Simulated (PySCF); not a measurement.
**Structure elucidation problem**

An unknown has the formula C7H5FO2. Its calculated NMR data are:

1H NMR (300 MHz, computed): δ 6.74 (m, 1H), 6.22 (m, 1H), 6.05 (m, 1H), 5.98 (s, 1H), 5.88 (m, 1H).

13C{1H} NMR (computed): δ 173.7 (C), 161.9 (C), 158.5 (C), 141.8 (CH), 129.7 (CH2), 116.1 (CH), 82.6 (CH).

Relativity neglected, one computed conformer, no solvent. Geometry: GFN2-xTB; shieldings: GIAO PBE0/pcSseg-1; PySCF 2.14.

Scale: 1H, 13C against TMS (reference shieldings calculated alike).

Which candidate is it?
A. C#CC1=COC(CF)=CO1
B. CC1=C(F)C(=O)C(=O)C=C1
C. C=Cc1cc(F)oc(=O)c1
D. O=C(O)c1cccc(F)c1
E. C=Cc1coc(C(=O)F)c1

## Answers

C. 

1. Rings plus π bonds: 5 (1 ring in the answer).
2. 7 carbon signals for 7 carbons: no two carbons are equivalent.
3. Carbon types of the structure: 3 × C, 3 × CH, 1 × CH2, which accounts for all hydrogens.
4. δC 173.7, 158.5: unsaturated ring carbon.
5. δC 161.9: ring carbonyl carbon.
6. δC 141.8: alkene CH; the olefinic region.
7. δC 129.7: terminal =CH2 carbon; an sp2 carbon of a C=C bond.
8. δC 116.1, 82.6: unsaturated ring CH.

The others: C=Cc1coc(C(=O)F)c1 has carbons computed at 155.7, 154.3, 146.5, 134.8, 132.3, 128.8, 122.5; CC1=C(F)C(=O)C(=O)C=C1 would give 3 signals for carbon-bound and other non-exchanging H, not 5; O=C(O)c1cccc(F)c1 would give 4 signals for carbon-bound and other non-exchanging H, not 5; C#CC1=COC(CF)=CO1 would give 4 signals for carbon-bound and other non-exchanging H, not 5.

Splittings by 19F in the carbon and heteronuclear signals aren't shown, as no couplings were computed. Shifts are as computed. Against solution values, carbons near 30 ppm lie about +3 ppm off and those near 130 ppm about +5 ppm. Of 1211 compounds with measured shifts, 218 miss one by over three times the rms of a fit or turn the order of signals round; such compounds aren't used in these exercises. No couplings were computed; multiplicities are counted from neighbouring protons, with m where these are inequivalent, close in shift, in a saturated or five-membered ring or joined by F or P, and br s for small geminal =CH2 splittings.
